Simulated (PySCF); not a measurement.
Computed vibrations of OsO3(OH)2

OsO3(OH)2 (singlet). PySCF 2.14.0, RKS BP86, Os def2-SVP with ECP60, O def2-SVP, H def2-SVP; non-relativistic Hamiltonian with scalar-relativistic core potentials where named; density fitting; no spin-orbit coupling. Central differences of gradients.

```xyz
8

Os   -0.0066    0.0018    0.0000
O    -0.9724   -0.1167    1.4334
O    -0.9724   -0.1167   -1.4334
O     1.7218    0.1763    0.0000
O    -0.1180    1.9457    0.0000
H     0.7488    2.4004    0.0000
O     0.3981   -1.9054    0.0000
H    -0.4058   -2.4706    0.0000
```

Run from Python with OMP_NUM_THREADS=2. Where DIIS fails, smearing, a level shift and second-order steps follow.
It took 3 min on 2 threads of Arm Neoverse V1, with other jobs on the host.

Task: What are the harmonic wavenumbers and infrared intensities?

Result: Modes are labelled in Cs; negative numbers are unstable modes, those under 60 cm⁻¹ near the noise; a finer grid moves soft modes by up to 10 cm⁻¹.
```json
{"cm⁻¹": "-155", "km/mol": "–", "symmetry": "a''"}
{"cm⁻¹": "193", "km/mol": "73.8", "symmetry": "a''"}
{"cm⁻¹": "242", "km/mol": "0.5", "symmetry": "a'"}
{"cm⁻¹": "280", "km/mol": "95.8", "symmetry": "a'"}
{"cm⁻¹": "303", "km/mol": "3.0", "symmetry": "a''"}
{"cm⁻¹": "317", "km/mol": "5.8", "symmetry": "a'"}
{"cm⁻¹": "371", "km/mol": "12.1", "symmetry": "a''"}
{"cm⁻¹": "383", "km/mol": "1.0", "symmetry": "a'"}
{"cm⁻¹": "500", "km/mol": "99.9", "symmetry": "a''"}
{"cm⁻¹": "594", "km/mol": "1.0", "symmetry": "a'"}
{"cm⁻¹": "624", "km/mol": "140.2", "symmetry": "a'"}
{"cm⁻¹": "840", "km/mol": "126.2", "symmetry": "a'"}
{"cm⁻¹": "877", "km/mol": "77.8", "symmetry": "a'"}
{"cm⁻¹": "908", "km/mol": "96.8", "symmetry": "a''"}
{"cm⁻¹": "909", "km/mol": "80.1", "symmetry": "a'"}
{"cm⁻¹": "926", "km/mol": "46.0", "symmetry": "a'"}
{"cm⁻¹": "3631", "km/mol": "124.8", "symmetry": "a'"}
{"cm⁻¹": "3688", "km/mol": "149.1", "symmetry": "a'"}
```

Task: Is this a minimum?

Result: No: 1 unstable; the lowest moves the atoms so:
```
Os   0.00  0.00 -0.01
O   -0.11  0.00 -0.07
O    0.11  0.00 -0.07
O    0.00  0.00 -0.26
O    0.00  0.00  0.30
H    0.00  0.00 -0.48
O    0.00  0.00  0.19
H    0.00  0.00  0.73
```
